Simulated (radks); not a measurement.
Polarisabilities and homonuclear dispersion coefficients (atomic units). Level of theory: scalar-relativistic Kohn-Sham, LDA (Slater exchange, Perdew-Wang correlation), spin-unpolarised, spherical densities, finite nucleus; Fermi nuclear charge, rms radius of each element as measured or else 0.836 A^(1/3) + 0.57 fm (a radial shooting solver on a logarithmic mesh with Libxc functionals). Response by self-consistent Sternheimer equations with the Hartree and adiabatic LDA kernel, the relativistic mass of each level held fixed and spin-orbit coupling left out. For heavy and open-shell atoms this level of theory can miss by tens of per cent. "Uncoupled" leaves out the induced potential. Quadrupole and octupole values are given only where no p, d or f shell is open.

| species | configuration | alpha1 (bohr^3) | alpha1, uncoupled | alpha2 (bohr^5) | alpha3 (bohr^7) | C6 | C8 | recommended alpha1 |
|---|---|---|---|---|---|---|---|---|
| Ag | [Kr] 4d10 5s1 | 44.44 | 73.60 | 428.4 | 8201 | 351.8 | 17510 | 55 +/- 8 |
| Ag+ | [Kr] 4d10 | 10.74 | 16.92 | 73.00 | 459.6 | 64.57 | 1476 | - |
| Ag2+ | [Kr] 4d9 | 6.284 | 9.560 | - | - | 32.75 | - | - |
| Ag3+ | [Kr] 4d8 | 4.174 | 6.225 | - | - | 19.00 | - | - |
| Ag4+ | [Kr] 4d7 | 2.987 | 4.416 | - | - | 11.93 | - | - |
| Ag5+ | [Kr] 4d6 | 2.247 | 3.319 | - | - | 7.910 | - | - |
| Ag6+ | [Kr] 4d5 | 1.753 | 2.600 | - | - | 5.448 | - | - |

Recommended values: Schwerdtfeger and Nagle, table of static dipole polarisabilities (2023 update), measured or computed.

Beside tabulated values, note that spin-unpolarised runs miss the spin-polarisation part of the exchange energy of open shells.
